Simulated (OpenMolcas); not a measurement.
**Pm3+: moving or changing the point charges**

Pm3+ among 6 point charges of -1 e arranged as an octahedron (Oh), 2.25 Å from the ion.
```
   2.2500    0.0000    0.0000  -1.00
   0.0000    2.2500    0.0000  -1.00
  -2.2500    0.0000    0.0000  -1.00
   0.0000   -2.2500    0.0000  -1.00
   0.0000    0.0000    2.2500  -1.00
   0.0000    0.0000   -2.2500  -1.00
```

| Item | Value |
| --- | --- |
| Program | OpenMolcas 26.06 |
| Method | CASSCF |
| Basis | ANO-RCC-VTZP [8s7p5d3f2g1h] |
| Scalar Hamiltonian | DKH2, point nucleus |
| Active space | 4 electrons in 7 orbitals (4f) |
| State averaging | 2S+1 = 5 even, 35 roots (32 in the spin-orbit step); 2S+1 = 3 even, 117 roots kept (CI in the orbitals of an earlier block, 106 in the spin-orbit step); 2S+1 = 1 even, 75 roots kept (CI in the orbitals of an earlier block, 31 in the spin-orbit step) |
| Spin-orbit coupling | state interaction with AMFI integrals over the reference wave functions |

Runs around this geometry, states (labels of O, the rotations of Oh). Energies in cm-1 above the lowest state or level, χT in cm3 K/mol.

```tsv
R (Å)	Ground state	First state of that spin	First gap with spin-orbit (degeneracies)	Width of lowest J	χT at 300 K
2.25	5A1	5T1 35.6	136.4 (3, 2)	203	0.984
2.34	5A1	5T1 29.1	112.4 (3, 2)	168	0.990
2.59	5A1	5T1 17.4	67.7 (3, 2)	103	0.999
```

Taking the width of the lowest J multiplet as R^-n, n = -ln(103 / 203) / ln(2.59 / 2.25) = 4.8 between the shortest and longest distance.

High states are left out of the spin-orbit mixing, which shifts the levels that they would mix with. This is an electrostatic model: the charges have no orbitals. No measured value stands beside these numbers.
